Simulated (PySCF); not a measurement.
Ca (calcium, neutral): UHF calculation

Configuration: [Ar] 4s2, closed-shell 1S. All numbers are calculated (PySCF 2.14, the non-relativistic Hamiltonian (point nucleus), in def2-SVP (5s3p2d, 24 functions)).

```
Total energy                                     : -676.660704 hartree
One-electron energy                              : -926.2338 hartree
Hartree (Coulomb) energy                         : 284.7736 hartree
Exchange energy                                  : -35.2005 hartree
Kinetic energy                                   : 676.51612 hartree
⟨S²⟩                                             : 0.0000
⟨L²⟩                                             : 0.000
Sum of ⟨r⟩                                       : 21.28 bohr
Sum of ⟨r²⟩                                      : 56.85 bohr²
Density at the nucleus (Gaussians lack the cusp) : 5000 bohr⁻³
Langevin diamagnetic susceptibility              : -45.0 ×10⁻⁶ cm³/mol
Time after the integrals                         : 0.03 s of wall time on 1 thread of Neoverse-V2 (shared host)
```

| shell | electrons | mean orbital energy (eV) | rms radius, mean of both spins (bohr) |
| --- | --- | --- | --- |
| 1s | 2 | -4064.2 | 0.0896 |
| 2s | 2 | -457.75 | 0.395 |
| 2p | 6 | -370.96 | 0.363 |
| 3s | 2 | -61.114 | 1.25 |
| 3p | 6 | -36.518 | 1.38 |
| 4s | 2 | -5.310 | 4.54 |
